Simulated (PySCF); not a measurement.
## Steps of a relaxation of [Ce(CH3)2]2+

[Ce(CH3)2]2+ (singlet; a saddle point, relaxed within its symmetry). PySCF 2.14.0, RKS PBE0, Ce lcecp-2-SVP with ECP46, C def2-SVP, H def2-SVP; non-relativistic Hamiltonian with scalar-relativistic core potentials where named; density fitting; no spin-orbit coupling. Origin of the start: template. Columns: position (Å) and force (eV/Å). Energies are counted from the last step; some of the 15 steps are shown. Forces carry noise of the integration grid, about 0.01 to 0.03 eV/Å.

Run from Python with OMP_NUM_THREADS=2. Where DIIS fails, smearing, a level shift and second-order steps follow.
It took 50 s on 2 threads of Intel(R) Xeon(R) Platinum 8488C (Sapphire Rapids) (shared host), from the converged density of the start.

```xyz
9
step 0  E = 0.953 eV
Ce    0.0000    0.0000   -0.1787     0.00    0.00    0.20
C     2.1917    0.0000    0.8021    -2.47    0.00   -0.52
H     2.9431    0.0000    0.0125     0.24    0.00   -0.67
H     2.3134    0.8900    1.4195     0.09    0.52    0.54
H     2.3134   -0.8900    1.4195     0.09   -0.52    0.54
C    -2.1917    0.0000    0.8021     2.47    0.00   -0.52
H    -2.9431    0.0000    0.0125    -0.24    0.00   -0.67
H    -2.3134   -0.8900    1.4195    -0.09   -0.52    0.54
H    -2.3134    0.8900    1.4195    -0.09    0.52    0.54
```

```xyz
9
step 5  E = 0.087 eV
Ce    0.0000    0.0000   -0.4702     0.00    0.00   -0.19
C     1.7871    0.0000    0.8106    -0.18    0.00    0.01
H     2.6134    0.0000    0.0670     0.18    0.00   -0.05
H     1.9035    0.8929    1.4609    -0.06    0.11    0.07
H     1.9035   -0.8929    1.4609    -0.06   -0.11    0.07
C    -1.7871    0.0000    0.8106     0.18    0.00    0.01
H    -2.6134    0.0000    0.0670    -0.18    0.00   -0.05
H    -1.9035   -0.8929    1.4609     0.06   -0.11    0.07
H    -1.9035    0.8929    1.4609     0.06    0.11    0.07
```

```xyz
9
step 9  E = 0.009 eV
Ce    0.0000    0.0000   -0.6863     0.00    0.00   -0.02
C     1.5953    0.0000    0.8073     0.15    0.00    0.00
H     2.5201    0.0000    0.1730    -0.03    0.00    0.07
H     1.6169    0.9007    1.4636    -0.03   -0.02   -0.03
H     1.6169   -0.9007    1.4636    -0.03    0.02   -0.03
C    -1.5953    0.0000    0.8073    -0.15    0.00    0.00
H    -2.5201    0.0000    0.1730     0.03    0.00    0.07
H    -1.6169   -0.9007    1.4636     0.03    0.02   -0.03
H    -1.6169    0.9007    1.4636     0.03   -0.02   -0.03
```

Task: Where does the relaxation end?

Result: It converges at step 14 in C2v:
```xyz
9
step 14  E = 0
Ce    0.0000    0.0000   -0.7008
C     1.6118    0.0000    0.7853
H     2.5873    0.0000    0.2445
H     1.5654    0.8989    1.4424
H     1.5654   -0.8989    1.4424
C    -1.6118    0.0000    0.7853
H    -2.5873    0.0000    0.2445
H    -1.5654   -0.8989    1.4424
H    -1.5654    0.8989    1.4424
```

Task: How did the contacts change?

Result: 
```
     contact  start (Å)  end (Å)
Ce1–C2 (CH3)      2.401    2.192
Ce1–C6 (CH3)      2.401    2.192
```
